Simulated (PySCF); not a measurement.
Stepwise substitution at one centre (Ga OH-H). All species are isolated molecules in the gas phase. One relaxed conformer stands for each flexible species; it need not be the lowest. Strings in code marks are SMILES.

The S1 excitation (TDA) from two functionals at the same geometries (CAM-B3LYP-D3(BJ)/def2-TZVP), both in PySCF: PBE-D3(BJ)/def2-TZVP and TPSSh-D3(BJ)/def2-TZVP. Excitations are Tamm–Dancoff values on a coarser integration grid. The basis has no diffuse functions, so Rydberg states are missing or too high.

```csv
species,TPSSh-D3(BJ)/def2-TZVP (eV)
0 of 3 OH replaced by H (`[OH][Ga]([OH])[OH]`),6.03
"1 of 3 OH replaced by H (`[OH][GaH][OH]` (H–O–Ga–O torsion 0°, O–Ga–O–H torsion 0°))",6.54
2 of 3 OH replaced by H,5.79
```

Problem. What does PBE-D3(BJ)/def2-TZVP give for each?

Solution. 
- 0 of 3 OH replaced by H (`[OH][Ga]([OH])[OH]`): 5.41
- 1 of 3 OH replaced by H (`[OH][GaH][OH]` (H–O–Ga–O torsion 0°, O–Ga–O–H torsion 0°)): 5.99
- 2 of 3 OH replaced by H: 5.33
Over these rows, drawn at random from the members with no instability flagged (it was tested for open shells, ions and some series alone), PBE minus TPSSh-D3(BJ): mean -0.55 eV, from -0.62 eV to -0.47 eV.
